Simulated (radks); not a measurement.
Species: La30+. Configuration: [Ar] 3d9.

Method: non-relativistic Kohn-Sham, LDA (Slater exchange, Perdew-Wang correlation), spin-unpolarised, spherical densities, point nucleus; relativity is left out, which matters for an element this heavy; computed with a radial shooting solver on a logarithmic mesh with Libxc functionals.

Energy parts (eV):
part                      energy
total                 -210060.22
kinetic                209993.46
electron-nucleus      -465057.09
Hartree                 49156.48
exchange-correlation    -4153.07

Orbitals (lengths in bohr, moments of r in powers of bohr; <r^-3> diverges for s and p1/2):
\begin{tabular}{lrrrrr}
orbital & occ. & eigenvalue (eV) & <r^-3> & <r^2> & <1/r> \\ \hline
1s & 2 & -38010.80 & - & 0.0009505 & 56.43 \\
2s & 2 & -6799.789 & - & 0.01523 & 13.05 \\
2p & 6 & -6494.037 & 6210 & 0.01137 & 13.07 \\
3s & 2 & -2220.912 & - & 0.09706 & 4.958 \\
3p & 6 & -2091.160 & 1283 & 0.09097 & 4.901 \\
3d & 9 & -1854.628 & 216.2 & 0.07269 & 4.792 \\
4s & 0 & -1072.761 & - & 0.3785 & 2.468 \\
4p & 0 & -1019.561 & 417.0 & 0.3801 & 2.421 \\
\end{tabular}

The highest occupied level is 3d at -1854.6 eV. Virial ratio -V/T = 2.00032. The density falls to 0.001 e/bohr^3 at r = 0.89 bohr. Summed over all electrons, <r^2> = 1.495 bohr^2, which gives a Langevin (diamagnetic) susceptibility term of -1.18 x 10^-6 cm^3/mol.
